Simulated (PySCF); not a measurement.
A structure optimised at TPSSh-D3(BJ)/def2-SVP, used in a PySCF frequency run:

```xyz
12

Si     1.7128    -0.1381    -0.0512
N      0.0105     0.1837     0.1304
C     -1.0178    -0.3726     0.9237
C     -2.0453    -0.0654     0.0978
C     -1.0462     0.5416    -0.8675
H      2.2970     0.9889    -0.8259
H      2.2975    -0.2093     1.3146
H      2.0541    -1.4088    -0.7647
H     -0.8842    -0.8527     1.8968
H     -3.1284    -0.1448     0.1255
H     -0.9228     0.0228    -1.8333
H     -1.1105     1.6297    -1.0325
```
Charge 0, spin multiplicity 1.

Problem. Write its SMILES and formula.

Solution. [SiH3]N1C=CC1, C3H7NSi

Problem. What are its rotational constants (standard atomic weights)?

Solution. 11.766, 2.6318, 2.2577 GHz
